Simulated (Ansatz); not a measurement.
A structure relaxed at PBE0-D4/def2-TZVP, charge 0, multiplicity 1:

Cartesian coordinates in Å:
```
O 0.3072 2.6073 -0.4095
Si 0.5299 1.0343 -0.0194
O 1.1334 0.1247 -1.2412
S -1.4184 0.4064 0.5459
Si -0.9968 -1.6912 0.6273
H 1.0893 3.1513 -0.5171
H 1.5229 0.8678 1.0615
H 0.5930 0.0300 -2.0287
H 0.3222 -1.9357 1.2630
H -2.0763 -2.2955 1.4450
H -1.0065 -2.2992 -0.7268
```

(1) Give its formula and SMILES.

(2) Summarise the bond lengths by kind.

## Answers

(1) H6O2SSi2, `O[SiH](O)S[SiH3]`.

(2) 2 × O–Si 1.636 to 1.638 Å; 2 × H–O 0.959 to 0.960 Å; 2 × S–Si 2.124 to 2.141 Å; 4 × H–Si 1.477 to 1.485 Å.

Computed with Ansatz.
